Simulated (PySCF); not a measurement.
## F²⁺: ionisation energy

F²⁺ [He] 2s2 2p3 (4S) → F³⁺ [He] 2s2 2p2 (3P), as a difference of total energies. Calculation: PySCF 2.14, in aug-cc-pCVTZ-DK (7s6p4d2f, 59 functions); the spin-free X2C one-electron Hamiltonian (Gaussian nucleus). Correlated levels: valence and next inner shell: nothing frozen. The calculations carry no spin-orbit coupling.

```csv
method,ionisation energy (eV)
UHF,62.224
MP2 (valence and next inner shell),62.868
SCS-MP2 (valence and next inner shell),62.588
CCSD (valence and next inner shell),62.652
CCSD(T) (valence and next inner shell),62.652
```

**Question.** How much does correlation contribute at CCSD(T) (valence and next inner shell)?

**Answer.** 62.652 − (62.224) = 0.428 eV, measured against UHF.

A first-order spin-orbit estimate (lowest level to lowest level, LS coupling) adds -0.053 eV.

Errors of the correlated levels include the incompleteness of this basis.

For comparison: 62.708 eV (semi-empirical (NIST evaluation); NIST Atomic Spectra Database, ionization energies).
